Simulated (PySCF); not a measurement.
Peak assignment

Numbering as in the mapped SMILES `[CH3:1][C:2]([CH3:3])([CH3:4])[CH2:5][SiH:6]([SiH3:7])[SiH3:8]`; H(Xn) means a hydrogen on atom n.

PySCF 2.14.0 with density-fitted response routines calculation with structure optimised with GFN2-xTB and σ from GIAO-PBE0/pcSseg-1; no solvent, equivalent nuclei averaged, no relativistic terms, one conformer.

Scale: ¹³C (σref 186.93) and ¹H (σref 31.72) against TMS (reference shieldings calculated alike).

Q: Assign these signals to the numbered atoms. ¹³C{¹H} NMR (computed): δ 35.1, 33.5, 33.1.

A: 
35.1 → C1/C3/C4, methyl carbon: a saturated carbon with 1 carbon neighbour and no heteroatom attached
33.5 → C2, quaternary sp3 carbon: aliphatic region, no heteroatom directly attached
33.1 → C5, sp3 CH2 bonded to Si

C1/C3/C4 and C2; C2 and C5 lie closer than the usual error of such a calculation, so a measured spectrum could show them in the other order.

Q: Assign these signals to the numbered atoms. ¹H NMR (600 MHz, computed): δ 3.93 (m, 1H), 3.55 (d, 6H), 1.18 (d, 2H), 0.98 (s, 9H).

A: 
```tsv
δ (ppm)	atoms	environment	reason
3.93	H(Si6)	hydrogen on a silicon bonded to C, 2 Si	–
3.55	H(Si7)/H(Si8)	hydrogen on a silicon bonded to Si	–
1.18	H(C5)	hydrogen on an sp3 CH2 bonded to Si	–
0.98	H(C1)/H(C3)/H(C4)	hydrogen on a methyl carbon	far from electronegative atoms and π systems
```

Shifts are as computed. Against solution values, carbons near 30 ppm lie about +3 ppm off and those near 130 ppm about +5 ppm. Of 1211 compounds with measured shifts, 218 miss one by over three times the rms of a fit or turn the order of signals round; such compounds aren't used in these exercises. Multiplicities follow the n + 1 count of equivalent neighbours, as no J values were calculated; m marks all less simple cases, F and P coupling included.
